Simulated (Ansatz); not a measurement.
Correlation energies of CH7AlOSi (`[AlH2][O]C[SiH3]`) by basis set

Cartesian coordinates in Å:
```
Al -0.347 2.217 0.670
O 0.432 0.717 0.659
C -0.025 -0.614 0.624
Si 0.404 -1.394 -1.045
H -1.931 2.243 0.703
H 0.590 3.484 0.651
H 0.451 -1.185 1.431
H -1.110 -0.684 0.794
H -0.093 -2.797 -1.103
H -0.245 -0.603 -2.126
H 1.874 -1.383 -1.258
```

The species carries charge 0 and has multiplicity 1. Geometry: relaxed with PBE0-D4/def2-TZVP. It is one conformer, not always the lowest. Frozen core, restricted reference, the Gaussian-basis code of Ansatz. CBS rows extrapolate triple and quadruple zeta; past MP2 they add the triple-zeta difference.

```csv
basis,HF (Eh),MP2 corr.,CCSD corr.,(T),CCSD(T) total
def2-SVP,?,-0.49430,-0.54852,-0.01340,?
def2-TZVPP,-647.74505,?,-0.66951,-0.02316,?
def2-QZVPP,?,?,–,–,–
CBS(def2),-647.77042,-0.69990,-0.74870,as TZ,-648.54228
```

Problem. Fill in the withheld values. (Estimate.)

Solution. Ansatz gave: def2-SVP HF (Eh): -647.41802; def2-SVP CCSD(T) total: -647.97994; def2-TZVPP MP2 corr.: -0.62071; def2-TZVPP CCSD(T) total: -648.43772; def2-QZVPP HF (Eh): -647.76735; def2-QZVPP MP2 corr.: -0.66620.
